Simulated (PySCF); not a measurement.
## Xenon: a sound run and one with changed settings

Sound run: Xe [Xe], Xe⁺ [Kr] 4d10 5s2 5p5. All numbers are calculated (PySCF 2.14, scalar relativity by spin-free X2C-1e, in x2c-TZVPall (8s6p4d2f, 60 functions)). The sound run starts from symmetry-adapted Hartree-Fock orbitals and uses a fine grid where one is needed.

Changed run: 26 angular points. This setting is unsound on purpose.

```
species  method  sound run (hartree)  changed run (hartree)  converged
     Xe     UHF          -7443.46519            -7443.46519        yes
     Xe   B3LYP          -7446.52651            -7446.52651        yes
     Xe    TPSS          -7446.11623            -7446.11623        yes
    Xe⁺     UHF          -7443.04100            -7443.04100        yes
    Xe⁺   B3LYP          -7446.06722            -7446.06712        yes
    Xe⁺    TPSS          -7445.65979            -7445.65989        yes
```

Ionisation energy of Xe:

```json
{"method": "UHF", "sound run (eV)": "11.543", "changed run (eV)": "11.543"}
{"method": "B3LYP", "sound run (eV)": "12.498", "changed run (eV)": "12.501"}
{"method": "TPSS", "sound run (eV)": "12.421", "changed run (eV)": "12.418"}
```

A coarse angular grid integrates products of high-l functions wrongly, so density functionals can shift, and the SCF can exploit the error; Hartree-Fock and MP2 need no grid.

For comparison, NIST gives 12.130 eV between the lowest levels.
